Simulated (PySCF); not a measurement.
F4V, charge +1, multiplicity 1. Atoms are numbered in the order given.

```xyz
5

V      0.0000     0.0000     0.0000
F     -0.9486     0.9486    -0.9486
F      0.9486     0.9486     0.9486
F      0.9486    -0.9486    -0.9486
F     -0.9486    -0.9486     0.9486
```
Charge +1, spin multiplicity 1.

Geometry optimised at B3LYP-D3(BJ)/def2-SVP. The spin state was assumed, not searched. The isomer is the one that the SMILES or the coordinates give; other isomers of the formula were not compared.

All values below come from PySCF with M06-2X/def2-TZVP.

Atomic charges (e):

| atom | Löwdin | Mulliken |
|---|---|---|
| V1 | … | 1.99 |
| F2 | … | -0.25 |
| F3 | … | -0.25 |
| F4 | … | -0.25 |
| F5 | … | -0.25 |

Problem. Some entries are withheld; supply them. (An estimate is asked for; the answer gives what the named calculation found.)

Solution. 
- V1, Löwdin: 0.95
- F2, Löwdin: 0.01
- F3, Löwdin: 0.01
- F4, Löwdin: 0.01
- F5, Löwdin: 0.01
